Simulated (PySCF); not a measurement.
Computed shifts of a molecule CH7F2NSi2, PBE/pcSseg-1 run with PySCF, GIAO, gas phase, atoms alike by connectivity averaged where their shifts nearly agree, in ppm (number of nuclei): ¹³C: 3.8 (1). ²⁹Si: 31.6 (1), -61.8 (1). ¹⁹F: -164.2 (1), -174.4 (1). ¹⁵N: -0.8 (1). ¹H: 5.33 (1), 5.00 (1), 0.80 (3), -0.01 (2). References: ¹³C against TMS (σ = 182.0 ppm); ²⁹Si against TMS (σ = 335.4 ppm); ¹⁹F against CFCl3 (σ = 133.6 ppm); ¹⁵N against NH3 (σ = 267.0 ppm); ¹H against TMS (σ = 31.49 ppm), references at their B3LYP-D3(BJ)/def2-TZVP geometries, non-relativistic. The structure is a stationary point at ωB97X-D3(BJ)/def2-SVP. Other conformers were not sampled.

### Question
Which molecule gave these data?
A) N[Si@@H]([SiH3])C(F)F
B) N[SiH2][SiH2]C(F)F
C) CN[Si@H](F)[SiH2]F
D) C[Si](F)(F)[SiH2]N

### Answer
D, C[Si](F)(F)[SiH2]N
